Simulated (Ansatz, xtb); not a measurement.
# Two isomers of C6H6F2

Structure X: `FC1=CC=CC[C@@H]1F`, a singlet. Structure Y: `FC1(F)C=CC=CC1`, a singlet. Both are isolated molecules in the gas phase, relaxed with B3LYP/def2-SVP; the shapes shown needn't be the lowest conformers.

X (Å):

```yaml
atoms:
  - { symbol: C, position_ang: [-1.0297, 1.6454, 1.1176] }
  - { symbol: C, position_ang: [-0.2122, 1.7168, 2.1801] }
  - { symbol: C, position_ang: [1.2103, 1.4077, 2.0300] }
  - { symbol: C, position_ang: [1.6867, 0.8758, 0.8892] }
  - { symbol: C, position_ang: [0.7538, 0.5307, -0.2399] }
  - { symbol: C, position_ang: [-0.5380, 1.3456, -0.2669] }
  - { symbol: F, position_ang: [-2.3345, 1.9406, 1.2061] }
  - { symbol: F, position_ang: [-0.3192, 2.5597, -0.9273] }
  - { symbol: H, position_ang: [-0.6144, 2.0170, 3.1504] }
  - { symbol: H, position_ang: [1.8743, 1.6139, 2.8730] }
  - { symbol: H, position_ang: [2.7466, 0.6304, 0.7836] }
  - { symbol: H, position_ang: [0.4814, -0.5403, -0.1538] }
  - { symbol: H, position_ang: [1.2411, 0.6419, -1.2218] }
  - { symbol: H, position_ang: [-1.3208, 0.8169, -0.8357] }
```

Y (Å):

```xyz
14

C     0.6598    1.8951   -0.2477
C     0.6445    2.5820    1.0865
C     0.0509    1.9973    2.1430
C    -0.5147    0.6484    2.0602
C    -0.3131   -0.1134    0.9696
C     0.5256    0.3778   -0.1767
F    -0.3675    2.4058   -1.0120
F     1.8079    2.2141   -0.9253
H     1.0574    3.5930    1.1200
H    -0.0184    2.5327    3.0943
H    -1.0859    0.2665    2.9100
H    -0.7029   -1.1338    0.9178
H     1.5460   -0.0385   -0.0779
H     0.1404    0.0310   -1.1487
```

Problem. Estimate E(Y) − E(X) at the level CCSD(T)/def2-SVP + ΔMP2/def2-TZVPP.

Solution. Calculated at CCSD(T)/def2-SVP + ΔMP2/def2-TZVPP: E(Y) − E(X) = −9.3 kcal/mol, so structure Y lies lower.

The same difference at several levels:

```json
{"level": "GFN2-xTB", "geometry": "GFN2-xTB", "E(Y) − E(X) (kcal/mol)": "−2.5", "departure from the last row (kcal/mol)": "+6.8", "job, with rough time for the two": "optimisation, 0.46 s"}
{"level": "HF/STO-3G", "geometry": "GFN2-xTB", "E(Y) − E(X) (kcal/mol)": "−2.9", "departure from the last row (kcal/mol)": "+6.4", "job, with rough time for the two": "single point, 2.2 s"}
{"level": "r2SCAN-D4/def2-SVP", "geometry": "GFN2-xTB", "E(Y) − E(X) (kcal/mol)": "−8.7", "departure from the last row (kcal/mol)": "+0.7", "job, with rough time for the two": "single point, 14 s"}
{"level": "B3LYP/def2-SVP", "geometry": "B3LYP/def2-SVP", "E(Y) − E(X) (kcal/mol)": "−8.7", "departure from the last row (kcal/mol)": "+0.6", "job, with rough time for the two": "optimisation, 4.8 min"}
{"level": "HF/def2-SVP", "geometry": "B3LYP/def2-SVP", "E(Y) − E(X) (kcal/mol)": "−11.5", "departure from the last row (kcal/mol)": "−2.1", "job, with rough time for the two": "part of the CCSD(T) run"}
{"level": "MP2/def2-SVP", "geometry": "B3LYP/def2-SVP", "E(Y) − E(X) (kcal/mol)": "−10.3", "departure from the last row (kcal/mol)": "−1.0", "job, with rough time for the two": "part of the CCSD(T) run"}
{"level": "CCSD(T)/def2-SVP", "geometry": "B3LYP/def2-SVP", "E(Y) − E(X) (kcal/mol)": "−10.3", "departure from the last row (kcal/mol)": "−1.0", "job, with rough time for the two": "single point"}
{"level": "CCSD(T)/def2-SVP + ΔMP2/def2-TZVPP", "geometry": "B3LYP/def2-SVP", "E(Y) − E(X) (kcal/mol)": "−9.3", "departure from the last row (kcal/mol)": "", "job, with rough time for the two": "single point, 6.2 min"}
```

As drawn, both hold the same kinds of bond in the same numbers.

None of the levels shown reverses the order. The largest departure from CCSD(T)/def2-SVP + ΔMP2/def2-TZVPP is that of GFN2-xTB, 6.8 kcal/mol. The last row adds to CCSD(T) the change of the MP2 difference between the two basis sets, here +1.0 kcal/mol.

With thermal terms from frequencies at re-optimised GFN2-xTB minima (ideal gas, soft modes damped towards free rotors, one conformer each, 298.15 K, 1 atm): the zero-point term adds −0.4 kcal/mol; ΔH is −9.7 and ΔG −9.6 kcal/mol.

The correlated steps freeze 8 core orbitals. Mirror images aren't counted in ΔG. Run with Ansatz 0.2.0, xtb 6.7.1; the last row on 2 threads of AMD EPYC (Zen 3) on a shared host.
